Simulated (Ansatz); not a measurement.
`N=[C](O)[GaH2]` and `N=C(O)Br` differ in one atom or group.

Ansatz, PBE0-D4/def2-TZVP geometries, multiplicity 1. Each molecule was computed in one conformer, which needn't be the lowest.

Scalar relativity is left out up to krypton.

```json
{"property": "HOMO energy (PBE/def2-TZVPP) / eV", "`N=[C](O)[GaH2]`": "-6.07"}
{"property": "size of the dipole moment (ωB97M-V/def2-TZVPP) / D", "`N=[C](O)[GaH2]`": "1.14"}
{"property": "ideal-gas entropy at 298 K and 1 bar (rigid rotor, harmonic PBE0-D4/def2-TZVP) / J/(mol·K)", "`N=[C](O)[GaH2]`": "323"}
{"property": "HOMO–LUMO gap (B3LYP/def2-TZVPP) / eV", "`N=[C](O)[GaH2]`": "4.74"}
{"property": "HOMO energy (PBE0/def2-TZVPP) / eV", "`N=[C](O)[GaH2]`": "-7.41"}
{"property": "HOMO–LUMO gap (ωB97M-V/def2-TZVPP) / eV", "`N=[C](O)[GaH2]`": "9.26"}
```

Give the same properties after the change, and the shifts. (Best estimate.)

Ansatz gave: 
```json
{"property": "HOMO energy (PBE/def2-TZVPP) / eV", "`N=C(O)Br`": "-6.78", "shift": "-0.71"}
{"property": "size of the dipole moment (ωB97M-V/def2-TZVPP) / D", "`N=C(O)Br`": "3.06", "shift": "1.92"}
{"property": "ideal-gas entropy at 298 K and 1 bar (rigid rotor, harmonic PBE0-D4/def2-TZVP) / J/(mol·K)", "`N=C(O)Br`": "294", "shift": "-29"}
{"property": "HOMO–LUMO gap (B3LYP/def2-TZVPP) / eV", "`N=C(O)Br`": "7.27", "shift": "2.53"}
{"property": "HOMO energy (PBE0/def2-TZVPP) / eV", "`N=C(O)Br`": "-8.23", "shift": "-0.82"}
{"property": "HOMO–LUMO gap (ωB97M-V/def2-TZVPP) / eV", "`N=C(O)Br`": "11.82", "shift": "2.56"}
```

With PBE0 the HOMO falls by 0.82 eV and the LUMO rises by 1.83 eV, so the gap widens by about 2.65 eV. PBE moves the HOMO by -0.71 eV and ωB97M-V by -0.76 eV. The zero-point energy changes by -34.5 kJ/mol with -6 modes. Dipoles are sizes alone; their direction can turn.

B3LYP here is the variant with VWN-RPA as its local correlation; programs differ in this.

Spin–orbit coupling is left out; it splits and shifts lone-pair levels of the heavy atoms by tenths of an eV.
